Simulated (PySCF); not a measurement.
# SiTc: from constants to spectrum

ROHF-CCSD(T) constants of SiTc, quartet, unpaired electrons σ ↑, δ ↑↑ (Si x2c-TZVPPall, Tc x2c-TZVPPall; spin-free X2C with a Gaussian nucleus (PySCF 2.14); masses 27.9769 and 98.9072 u):

- ωe: 448.9 cm⁻¹
- ωexe: 2.07 cm⁻¹
- Be: 0.16318 cm⁻¹
- αe: 0.000811 cm⁻¹
- D (centrifugal): 8.62e-08 cm⁻¹
- De to Si + Tc (4d5 5s2): 3.30 eV

Question: Give the vibrational terms G(v) and spacings up to v = 3.

Answer: G(v) = ωe(v+½) − ωexe(v+½)².

| v | G(v) (cm⁻¹) | G(v) − G(v−1) | Bv (cm⁻¹) |
| --- | --- | --- | --- |
| 0 | 224 |  | 0.1628 |
| 1 | 669 | 445 | 0.1620 |
| 2 | 1109 | 441 | 0.1612 |
| 3 | 1546 | 436 | 0.1603 |

Question: How well does the Morse estimate ωe²/(4ωexe) reproduce De, and what is D0?

Answer: It gives 3.02 eV, 91 % of the computed De. D0 = De − G(0) = 3.30 − 0.03 = 3.27 eV.

Correlated steps freeze 19 core orbitals. Spin–orbit coupling is left out, which matters for elements this heavy, above all for dissociation energies. The CCSD T1 diagnostic is raised, a sign that a single reference may not be enough here. The state is the lowest single determinant that the PBE0 search found; with open d or f shells the true ground state can be another one.
